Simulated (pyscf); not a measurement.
Structures and frequencies: ωB97X-D3(BJ)/def2-SVP in PySCF.

Q: Estimate by transition-state theory (the high-pressure limit) the rate constant of GeH₂ [singlet] + HO–GeH₃ → H₃Ge–O–GeH₃ (singlet surface; H–O broken, Ge–O, Ge–H formed) at 1200 K, with ωB97M-D3(BJ)/def2-TZVP energies (ideal gas, 1 atm, RRHO with modes under 100 cm⁻¹ raised to 100, one conformer, R ln 2 for chiral ones without a mode under 150 cm⁻¹; no tunnelling).

A: The electronic barrier is 16.1 kcal/mol and the thermal terms add +42.0, so ΔG‡ = 58.1 kcal/mol. With k_BT/h = 2.50e+13 s⁻¹ and RT = 2.385 kcal/mol, and a volume of 1.64e-19 cm³ per molecule at 1 atm, k = 1.1e-16 cm³ molecule⁻¹ s⁻¹. The product is born with the 61 kcal/mol of the reverse barrier and needs collisions to keep. Wigner's tunnelling factor for 1611i cm⁻¹ would be 1.16. A shift of 1 kcal/mol in the barrier changes k by a factor 1.5. On the reactant side the descent ends in an adduct with a Ge–O contact, 20.9 kcal/mol under the separated species and 33.2 kcal/mol under the saddle at ωB97X-D3(BJ)/def2-TZVP. What is counted as formed (Ge–O) is already present as a longer contact in the reactant adduct; forming that adduct is a step of its own. At ωB97X-D3(BJ)/def2-TZVP the barrier from the zero used here is 12.3 kcal/mol. One saddle was located; it need not be the lowest between these sides. Elements up to Kr have no core potential and no relativistic terms here.
